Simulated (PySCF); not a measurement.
NMR data simulated for an unnamed compound:

1H NMR (500 MHz, computed): δ 9.72 (s, 1H), 7.41 (br s, 1H), 6.97 (br s, 1H), 4.17 (m, 1H), 3.76 (m, 3H), 3.54 (m, 1H), 3.51 (m, 1H), 3.50 (d, 3H).

13C{1H} NMR (computed): δ 205.0 (CH), 159.8 (C), 155.5 (CH2).

All values are calculated (PySCF 2.14): geometry: GFN2-xTB, NMR shieldings at PBE0/pcSseg-1/GIAO. Fast rotation and ring inversion assumed for equivalent nuclei, no solvent, non-relativistic, a single conformation.

References, each an isolated molecule treated in the same way: 1H and 13C vs TMS.

Question: Which of these does the molecule contain: a non-aromatic C=C double bond, a Si–H bond, a vinyl group CH=CH2, an aldehyde, a ketone, a CF3 group?

Answer: 
- A non-aromatic C=C double bond: yes.
- A Si–H bond: yes (δH 4.17 (m)).
- A vinyl group CH=CH2: no.
- An aldehyde: yes (δC 205.0; δH 9.72 (s)).
- A ketone: no.
- A CF3 group: no.

The data belong to `C=C(C=O)[Si@@H]([SiH3])[SiH2][SiH3]`, C3H12OSi4; they needn't prove each group on their own.

Carbon signals by region: 1 in the far downfield region (above 160 ppm), 2 in the sp2 and nitrile region (100–160 ppm). Above 160 ppm: 205.0, aldehyde carbonyl carbon.

Shifts are as computed. Against solution values, carbons near 30 ppm lie about +3 ppm off and those near 130 ppm about +5 ppm. Of 1211 compounds with measured shifts, 218 miss one by over three times the rms of a fit or turn the order of signals round; such compounds aren't used in these exercises. No couplings were computed; multiplicities are counted from neighbouring protons, with m where these are inequivalent, close in shift, in a saturated or five-membered ring or joined by F or P, and br s for small geminal =CH2 splittings.
